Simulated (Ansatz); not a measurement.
Program: Ansatz. Geometries: PBE0-D4/def2-TZVP. ΔE: electronic, gas phase. CCSD(T)/CBS is the MP2 limit (def2-TZVPP, def2-QZVPP) plus CCSD(T) − MP2 in def2-TZVPP, frozen cores. This one scheme is used for every species. DFT in def2-TZVPP. B3LYP here is the variant with VWN-RPA as its local correlation; programs differ in this. def2 core potentials past Kr. For In outer-core shells are correlated without core-valence functions, which leaves a few kJ/mol of doubt a bond. Each species was taken in one conformer, which may not be the lowest.

Consider the formal exchange of groups at the In–S bond: `[OH][In]([SH])[Cl]` + `CC` → `C[CH2][In]([OH])[Cl]` + H₂S.

`[OH][In]([SH])[Cl]`:

Cartesian coordinates in Å:
```
O 1.342 -0.660 -1.385
In 0.048 -0.064 -0.031
S -0.799 2.128 0.044
Cl -0.614 -1.666 1.519
H 1.584 -1.583 -1.263
H -1.561 1.846 1.116
```

`CC`:

Z-matrix (Å, degrees):
```
C
C 1 1.519
H 1 1.093 2 111.4
H 1 1.093 2 111.4 3 120.0
H 1 1.093 2 111.4 3 -120.0
H 2 1.093 1 111.4 3 180.0
H 2 1.093 1 111.4 3 -60.0
H 2 1.093 1 111.4 3 60.0
```

`C[CH2][In]([OH])[Cl]`:

```xyz
11

C    -0.374    0.949    1.397
C     0.543   -0.007    0.652
In   -0.195   -0.541   -1.294
O     0.516   -1.712   -2.721
Cl   -2.225    0.351   -2.027
H    -0.512    1.887    0.856
H    -1.367    0.524    1.554
H     0.039    1.193    2.380
H     1.537    0.419    0.500
H     0.682   -0.944    1.197
H     1.356   -2.120   -2.494
```

H₂S:

Z-matrix (Å, degrees):
```
S
H 1 1.341
H 1 1.341 2 92.3
```

| species | B3LYP-D4 energy (Eh) |
| --- | --- |
| `[OH][In]([SH])[Cl]` | -1125.23107 |
| `CC` | -79.87051 |
| `C[CH2][In]([OH])[Cl]` | -805.63260 |
| H₂S | -399.42766 |

(1) Work out ΔE.

Largest T1 diagnostic among the species: 0.015.

Results:

(1) ΔE = (-805.63260) + (-399.42766) − (-1125.23107) − (-79.87051) = 0.04132 Eh = +108.5 kJ/mol. CCSD(T)/CBS gives +104.0 kJ/mol.

In def2-TZVPP, CCSD(T) changes the Hartree–Fock value by −23.3 kJ/mol (the triples alone add −1.6 kJ/mol) and MP2 by −23.2 kJ/mol. From PBE to PBE0 (25 % exact exchange), in def2-TZVPP and without D4, ΔE moves by +4.6 kJ/mol.
